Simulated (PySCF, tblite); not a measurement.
C9H8O.
Atom-mapped SMILES: `[CH2:1]=[CH:2][C:3](=[O:4])[c:5]1[cH:6][cH:7][cH:8][cH:9][cH:10]1` (hydrogens: H11, H12 on C1; H13 on C2; H14 on C6; H15 on C7; H16 on C8; H17 on C9; H18 on C10)

Computed geometry: GFN2-xTB, gas phase.

Question: List the bond lengths, angles and torsions at this level.

Answer: 
```
           bond  length (Å)     order
          C1=C2       1.328    double
          C2–C3       1.482    single
          C3=O4       1.218    double
          C3–C5       1.489    single
  C5–C6, C5–C10       1.396  aromatic
  C6–C7, C9–C10       1.382  aromatic
   C7–C8, C8–C9       1.385  aromatic
         C1–H11       1.077    single
         C1–H12       1.078    single
         C2–H13       1.078    single
C6–H14, C10–H18       1.079    single
 C7–H15, C9–H17       1.080    single
         C8–H16       1.080    single
```

Bonds in one row agree within 0.01 Å and their mean is given. Orders are formal, as drawn. A selection of angles:
```
    angle  degrees
 C1–C2–C3    120.4
 C2–C3–O4    120.8
 C2–C3–C5    118.8
 O4–C3–C5    120.4
 C3–C5–C6    116.6
C3–C5–C10    124.9
C6–C5–C10    118.5
 C5–C6–C7    121.1
 C6–C7–C8    119.8
 C7–C8–C9    119.8
C8–C9–C10    120.6
C5–C10–C9    120.3
```

Dihedral angles: C1–C2–C3–O4 0° (synperiplanar); C2–C3–C5–C6 180° (antiperiplanar).

The 6-membered ring C5–C6–C7–C8–C9–C10 has internal angles of 118.5° to 121.1°; it is planar, 0.00 Å rms from its mean plane, widest ring torsion 0°. Of the pairs four or more bonds apart, H13···H18 is among the closest relative to their van der Waals radii: 1.99 Å, 83 % of the sum of Bondi's values. The C–C distances run from 1.328 Å (C1=C2, drawn double) to 1.489 Å (C3–C5, drawn single), a spread of 0.161 Å. The 10 heavy atoms lie in one plane (0.001 Å rms).

Point group: Cs (every atom within 0.08 Å of its image). GFN2-xTB frequencies show an imaginary mode (76i cm⁻¹), so the point is no minimum at that level.
